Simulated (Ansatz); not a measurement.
Species: H3BrOSi, SMILES `O[SiH2]Br` (H–O–Si–Br torsion 58°) (charge 0, multiplicity 1).

**Question.** Give a relaxed geometry from Ansatz (an electronic-structure program) with PBE0-D4/def2-TZVP.

**Answer.** One answer among several that fit: the end point of this relaxation, one of several conformers (outside a Z-matrix the atoms follow the SMILES, hydrogens last).
Z-matrix (Å, degrees):
```
Si
O 1 1.6329
H 2 0.9587 1 118.50
H 1 1.4742 2 106.29 3 176.28
H 1 1.4811 4 112.61 2 -123.39
Br 1 2.2235 4 108.59 5 -116.78
```
